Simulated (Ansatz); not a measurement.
InO3H3, relaxed as a singlet with RKS PBE0-D4/def2-SVP in Ansatz, starting from the GFN1-xTB geometry. Force threshold 0.02 eV/Å.

In the def2 sets In takes a core potential; there is no spin–orbit coupling. The structure comes from a short search, and lower isomers may exist.

Start:

Cartesian coordinates in Å:
```
In -0.0236 0.1052 -0.2899
O -1.9679 0.0530 -0.1885
O 0.9712 -0.4873 1.2874
O 0.9794 0.7111 -1.8314
H 1.9187 0.6582 -1.6311
H -2.2516 -0.2636 0.6724
H 0.3737 -0.7767 1.9812
```

**Question.** Estimate the energy that the relaxation releases and the steps that it takes.

**Answer.** 0.09 eV, in 5 steps; 6.5 s on 4 threads of Arm Neoverse V2 on a shared host. No frequencies were taken in this run, so the end may be a saddle point.

**Question.** Does the start keep its bonding and symmetry?

**Answer.** By distances, no bond broke or formed. The bond that changes most is In1–O4, from 1.94 to 1.98 Å (atoms count from 1). Point group Cs at the start, Cs at the end, both within 0.05 Å.

**Question.** Predict the relaxed structure.

**Answer.** 
```xyz
7

In   -0.033    0.087   -0.221
O    -2.022    0.088   -0.265
O     1.067   -0.512    1.337
O     0.954    0.715   -1.822
H     1.905    0.663   -1.672
H    -2.402   -0.233    0.561
H     0.532   -0.808    2.082
```
Bond lengths: 3 × In–O 1.98 to 2.00 Å; 3 × H–O 0.96 Å.
